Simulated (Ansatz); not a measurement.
[LnCl6]3-: gap (eV) at several levels, gas phase, relaxed structures; Ansatz. Core potentials for Ce, Dy, Er, Eu, Gd, Ho, Nd, Pr, Sm, Tb, Tm, Yb in the def2 sets, no spin–orbit coupling. HOMO and LUMO are taken over both spins. With an open 4f shell the SCF may have ended above the lowest state. Levels of anions in sets without diffuse functions are rough. The structures are stationary points that may keep the symmetry of their start. Remarks come from the PBE and PBE0 runs and from stability tests at other levels; not every state was tested. A HOMO above zero means that the electron is unbound at that level and held by the basis, or that self-interaction error raises the level; the energy of removing that electron tells which. HOMO above LUMO (over both spins in singlets and doublets, within one spin in higher multiplets; at PBE or PBE0), or a gap under 0.15 eV within one spin, warns that the state may not be the lowest or that an electron is smeared out.

```json
{"species": "[CeCl6]3- (CeCl6³⁻)", "state": "doublet", "geometry": "PBE-D4/def2-SVP", "PBE-D4/def2-SVP": "0.70", "PBE-D4/def2-TZVP": "0.70", "r2SCAN-D4/def2-TZVP": "1.39", "PBE0-D4/def2-SVP": "4.92", "PBE0-D4/def2-TZVP": "5.46", "remarks": "HOMO above zero at PBE or PBE0"}
{"species": "[PrCl6]3- (PrCl6³⁻)", "state": "triplet", "geometry": "PBE0-D4/def2-SVP", "PBE-D4/def2-SVP": "0.57", "PBE-D4/def2-TZVP": "0.57", "r2SCAN-D4/def2-TZVP": "1.40", "PBE0-D4/def2-SVP": "5.88", "PBE0-D4/def2-TZVP": "5.74", "remarks": "HOMO above zero at PBE or PBE0"}
{"species": "[NdCl6]3- (NdCl6³⁻)", "state": "quartet", "geometry": "PBE-D4/def2-SVP", "PBE-D4/def2-SVP": "1.30", "PBE-D4/def2-TZVP": "1.31", "r2SCAN-D4/def2-TZVP": "2.70", "PBE0-D4/def2-SVP": "5.54", "PBE0-D4/def2-TZVP": "5.59", "remarks": "HOMO above zero at PBE or PBE0"}
{"species": "[SmCl6]3- (SmCl6³⁻)", "state": "sextet", "geometry": "PBE-D4/def2-SVP", "PBE-D4/def2-SVP": "0.66", "PBE-D4/def2-TZVP": "0.67", "r2SCAN-D4/def2-TZVP": "1.29", "PBE0-D4/def2-SVP": "3.70", "PBE0-D4/def2-TZVP": "3.79", "remarks": "HOMO above zero at PBE or PBE0, spin-contaminated (⟨S²⟩ up to 8.88)"}
{"species": "[EuCl6]3- (EuCl6³⁻)", "state": "septet", "geometry": "r2SCAN-D4/def2-SVP", "PBE-D4/def2-SVP": "0.21", "PBE-D4/def2-TZVP": "0.22", "r2SCAN-D4/def2-TZVP": "0.53", "PBE0-D4/def2-SVP": "2.54", "PBE0-D4/def2-TZVP": "2.67", "remarks": "HOMO above zero at PBE or PBE0, spin-contaminated (⟨S²⟩ up to 12.25)"}
{"species": "[GdCl6]3- (GdCl6³⁻)", "state": "octet", "geometry": "PBE-D4/def2-SVP", "PBE-D4/def2-SVP": "2.81", "PBE-D4/def2-TZVP": "2.69", "r2SCAN-D4/def2-TZVP": "4.84", "PBE0-D4/def2-SVP": "6.38", "PBE0-D4/def2-TZVP": "6.85", "remarks": "HOMO above zero at PBE or PBE0"}
{"species": "[TbCl6]3- (TbCl6³⁻)", "state": "septet", "geometry": "r2SCAN-D4/def2-SVP", "PBE-D4/def2-SVP": "0.93", "PBE-D4/def2-TZVP": "0.94", "r2SCAN-D4/def2-TZVP": "1.91", "PBE0-D4/def2-SVP": "6.14", "PBE0-D4/def2-TZVP": "6.58", "remarks": "HOMO above zero at PBE or PBE0"}
{"species": "[DyCl6]3- (DyCl6³⁻)", "state": "sextet", "geometry": "PBE-D4/def2-SVP", "PBE-D4/def2-SVP": "0.86", "PBE-D4/def2-TZVP": "0.86", "r2SCAN-D4/def2-TZVP": "2.11", "PBE0-D4/def2-SVP": "5.98", "PBE0-D4/def2-TZVP": "5.87", "remarks": "HOMO above zero at PBE or PBE0"}
{"species": "[HoCl6]3- (HoCl6³⁻)", "state": "quintet", "geometry": "r2SCAN-D4/def2-SVP", "PBE-D4/def2-SVP": "1.50", "PBE-D4/def2-TZVP": "1.39", "r2SCAN-D4/def2-TZVP": "3.20", "PBE0-D4/def2-SVP": "6.41", "PBE0-D4/def2-TZVP": "6.30", "remarks": "HOMO above zero at PBE or PBE0"}
{"species": "[ErCl6]3- (ErCl6³⁻)", "state": "quartet", "geometry": "PBE-D4/def2-SVP", "PBE-D4/def2-SVP": "0.91", "PBE-D4/def2-TZVP": "0.89", "r2SCAN-D4/def2-TZVP": "3.12", "PBE0-D4/def2-SVP": "5.93", "PBE0-D4/def2-TZVP": "5.87", "remarks": "HOMO above zero at PBE or PBE0"}
{"species": "[TmCl6]3- (TmCl6³⁻)", "state": "triplet", "geometry": "PBE-D4/def2-SVP", "PBE-D4/def2-SVP": "0.56", "PBE-D4/def2-TZVP": "0.58", "r2SCAN-D4/def2-TZVP": "1.51", "PBE0-D4/def2-SVP": "4.74", "PBE0-D4/def2-TZVP": "4.69", "remarks": "HOMO above zero at PBE or PBE0"}
{"species": "[YbCl6]3- (YbCl6³⁻)", "state": "doublet", "geometry": "PBE-D4/def2-SVP", "PBE-D4/def2-SVP": "0.10", "PBE-D4/def2-TZVP": "0.18", "r2SCAN-D4/def2-TZVP": "0.62", "PBE0-D4/def2-SVP": "3.65", "PBE0-D4/def2-TZVP": "3.85", "remarks": "near-degenerate levels, HOMO above zero at PBE or PBE0, gap within one spin near zero"}
```

Over the 12 species that have every level, the mean is 0.93 at PBE-D4/def2-SVP, 0.92 at PBE-D4/def2-TZVP, 2.05 at r2SCAN-D4/def2-TZVP, 5.15 at PBE0-D4/def2-SVP, 5.27 at PBE0-D4/def2-TZVP. Orbital gaps grow with the share of exact exchange and aren't one observable across functionals.
